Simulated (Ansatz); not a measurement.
Species: PO, net charge 0, doublet state. 
Structure (B3LYP-D3(BJ)/def2-TZVP (Ansatz, a first-principles code) minimum search):
SMILES: [O][P]
```xyz
2

P      0.0000     0.0000    -0.5147
O      0.0000     0.0000     0.9651
```
Charge 0, spin multiplicity 2.

Basis-set convergence of Hartree-Fock and CCSD(T) correlation energies (hartree) with Ansatz. Cores are frozen in the correlated levels unless marked. Open shells are spin-unrestricted. Spin-orbit coupling is left out. Non-relativistic.

| basis | functions | E(HF) | E(corr, CCSD(T)) |
|---|---|---|---|
| def2-SVPD | 47 | -415.40617 | -0.31900 |
| def2-TZVPPD | 88 | -415.62309 | -0.38348 |
| def2-QZVPPD | 142 | -415.63632 | -0.40793 |

Extrapolating the two largest sets (X = 3 and 4) as X^-3: E(corr) = (64·(-0.40793) - 27·(-0.38348))/37 = -0.4258 Eh, an estimate of the basis-set limit. The largest set recovers 95.8 % of it, the smallest 74.9 %.
